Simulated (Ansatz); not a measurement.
GaSn6⁺. The state is a singlet with charge 1. Geometry B3LYP-D4/def2-SVP.

Cartesian coordinates in Å:
```
Ga -2.727 -1.568 -1.720
Sn -0.346 -1.090 0.154
Sn 1.579 0.907 -1.446
Sn -0.626 1.958 1.092
Sn 2.002 0.694 1.454
Sn 1.462 -2.081 2.120
Sn -1.344 1.181 -1.655
```

In the def2 sets Sn takes a core potential; there is no spin–orbit coupling. Another isomer (singlet) lies 0.45 eV lower at PBE0-D4/def2-TZVP; other spin states weren't run for this one.

**Question.** Estimate the orbital energies around the gap (eV) in Ansatz with PBE-D4/def2-TZVP, revPBE-D4/def2-TZVP, BLYP-D4/def2-TZVP, PBE0-D4/def2-SVP, PBE0-D4/def2-TZVP.

**Answer.** 
```
orbital  PBE-D4/def2-TZVP  revPBE-D4/def2-TZVP  BLYP-D4/def2-TZVP  PBE0-D4/def2-SVP  PBE0-D4/def2-TZVP
 HOMO−9            -13.99               -13.89             -13.87            -15.30             -15.19
 HOMO−8            -13.15               -13.06             -13.04            -14.33             -14.23
 HOMO−7            -12.80               -12.70             -12.69            -13.96             -13.86
 HOMO−6            -11.77               -11.66             -11.70            -12.71             -12.63
 HOMO−5             -9.19                -9.11              -8.96             -9.95              -9.86
 HOMO−4             -9.06                -8.99              -8.83             -9.83              -9.75
 HOMO−3             -9.01                -8.94              -8.80             -9.75              -9.66
 HOMO−2             -8.89                -8.81              -8.67             -9.64              -9.57
 HOMO−1             -8.65                -8.57              -8.44             -9.30              -9.24
   HOMO             -8.46                -8.39              -8.25             -9.20              -9.12
   LUMO             -6.99                -6.90              -6.81             -6.58              -6.51
 LUMO+1             -6.95                -6.86              -6.80             -6.46              -6.39
 LUMO+2             -6.65                -6.57              -6.48             -6.22              -6.15
 LUMO+3             -6.54                -6.45              -6.39             -6.07              -6.00
 LUMO+4             -6.18                -6.08              -6.06             -5.60              -5.54
 LUMO+5             -5.85                -5.75              -5.74             -5.27              -5.20
```
